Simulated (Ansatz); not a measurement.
[AgCl4]- (AgCl4⁻). Total charge -1; triplet. Geometry r2SCAN-D4/def2-SVPD; atoms count from 1.

| atom | x (Å) | y (Å) | z (Å) |
| --- | --- | --- | --- |
| Ag1 | 0.0000 | 0.0003 | -0.0001 |
| Cl2 | 0.3392 | 2.3033 | 0.7221 |
| Cl3 | 0.8594 | -0.7967 | 2.1371 |
| Cl4 | -0.3390 | -2.3031 | -0.7217 |
| Cl5 | -0.8597 | 0.7961 | -2.1374 |

In the def2 sets Ag takes a core potential; there is no spin–orbit coupling. At PBE0-D4/def2-TZVPD a singlet of charge -1 lies 1.13 eV below the triplet, each at its own geometry.

(1) Estimate the Mulliken populations from the PBE0/def2-TZVPD orbitals of Ansatz.

(2) Where does the spin sit?

(3) And the Mayer bond orders between bonded heavy atoms (over 0.3)?

Answers

(1) 
```
atom  charge (e)  spin (α − β)  d electrons
 Ag1        0.26          0.31         9.63
 Cl2       -0.32          0.42            –
 Cl3       -0.32          0.42            –
 Cl4       -0.32          0.42            –
 Cl5       -0.32          0.42            –
```
Mulliken values and Mayer orders depend strongly on the basis. With diffuse functions, as here, like atoms can get unlike values, and bond orders can come out too low or too high.

(2) Summed by element: Ag 0.31, Cl 1.69, of 2 unpaired in all. Largest on single atoms: Cl4 0.42, Cl3 0.42, Cl5 0.42.

(3) Ag1–Cl2 0.56 (2.44 Å); Ag1–Cl3 0.56 (2.44 Å); Ag1–Cl4 0.56 (2.44 Å); Ag1–Cl5 0.56 (2.44 Å).
